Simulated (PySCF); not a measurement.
## Working out the ionisation energy of Mn

Mn [Ar] 3d5 4s2 (6S) → Mn⁺ [Ar] 3d5 4s1 (7S). All numbers are calculated (PySCF 2.14, the non-relativistic Hamiltonian (point nucleus), in def2-QZVPPD (11s6p5d4f2g, 100 functions)). Frozen: [Ar]. Energies in hartree (1 hartree = 27.21139 eV):

```csv
part,Mn (lower),Mn⁺ (upper)
UHF,-1149.869007,-1149.649531
CCSD correlation,-0.138686,-0.094373
(T),-0.004433,-0.001472
```

Q: What does Hartree-Fock give?

A: (-1149.649531) − (-1149.869007) = 0.219476 hartree = 5.972 eV.

Q: What do CCSD and CCSD(T) give?

A: The CCSD correlation energies differ by 0.044313 hartree = 1.206 eV and the triples by 0.002961 hartree = 0.081 eV, so CCSD gives 7.178 eV and CCSD(T) 7.259 eV.

Measured between the centres of the two terms (NIST): 7.434 eV, so CCSD(T) (valence) is off by -0.175 eV.

The calculation is non-relativistic.

What remains against the reference includes basis incompleteness, the frozen core and higher excitations.
